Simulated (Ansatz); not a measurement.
This geometry of CH₈AlNSi (12 atoms, charge 0, multiplicity 1) is a first-order saddle point.

Theory: Ansatz 0.2.0, RKS PBE0/6-31G*.

```xyz
12
Properties=species:S:1:pos:R:3
C -0.341 1.413 -0.295
N -0.020 0.047 0.143
Al -0.065 -0.408 1.882
Si 0.397 -1.072 -1.122
H -1.359 1.702 -0.007
H 0.352 2.149 0.131
H -0.280 1.513 -1.386
H -0.465 0.736 2.915
H 0.290 -1.902 2.282
H -0.716 -1.238 -2.106
H 1.585 -0.607 -1.902
H 0.701 -2.389 -0.500
```

(1) Which two structures does it join? (They come from a converged band through this point; their orientation in space is the band's.)

(2) How far does it lie above each of them?

Results:

(1) No bond is made or broken. The dihedral H7–C1–N2–Al3 goes from 119 to -120°. The two ends are copies of one structure, up to a mirror image or an exchange of like atoms.

Image 0:

```xyz
12
Properties=species:S:1:pos:R:3
C -0.392 1.386 -0.304
N -0.012 0.044 0.144
Al 0.056 -0.360 1.892
Si 0.356 -1.088 -1.127
H -1.283 1.361 -0.948
H -0.623 2.032 0.550
H 0.416 1.867 -0.873
H -0.318 0.813 2.901
H 0.481 -1.830 2.317
H -0.812 -1.276 -2.042
H 1.494 -0.612 -1.971
H 0.713 -2.391 -0.506
```

Image 6:

```xyz
12
Properties=species:S:1:pos:R:3
C -0.400 1.384 -0.305
N -0.025 0.041 0.143
Al -0.094 -0.406 1.881
Si 0.477 -1.051 -1.117
H -0.703 2.009 0.543
H 0.436 1.891 -0.807
H -1.244 1.354 -1.010
H -0.580 0.731 2.884
H 0.329 -1.877 2.304
H -0.605 -1.249 -2.130
H 1.667 -0.524 -1.854
H 0.819 -2.358 -0.497
```

(2) 0.081 eV above the first and 0.081 eV above the second. This is the barrier of this one path; another mechanism may lie lower.

The run took 10 min on 1 thread of Arm Neoverse V1, with other jobs on the host, peak memory 0.18 GiB.
